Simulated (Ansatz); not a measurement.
A structure relaxed at PBE0/def2-TZVPD in Ansatz, charge -1, doublet:

```xyz
3

Ba   -2.3078   -0.5050   -1.0092
Ba    2.1298   -0.5061   -1.3455
Ba    0.1780    1.0112    2.3547
```

**Question.** Give its formula and point group.

**Answer.** the cluster Ba₃⁻. Point group D3h (tolerance 0.1 Å).

**Question.** Summarise the bond lengths by kind (pairs closer than 1.2 times the sum of covalent radii, bridged metal pairs left out).

**Answer.** 3 × Ba–Ba 4.45 Å.

In the def2 sets Ba takes a core potential; there is no spin–orbit coupling. The charge -1 doublet is spin-contaminated (final ⟨S²⟩ up to 1.12, 0.75 for a pure state). The relaxation made no stability test and no search for a lower SCF solution. The structure comes from a short search, and lower isomers may exist.
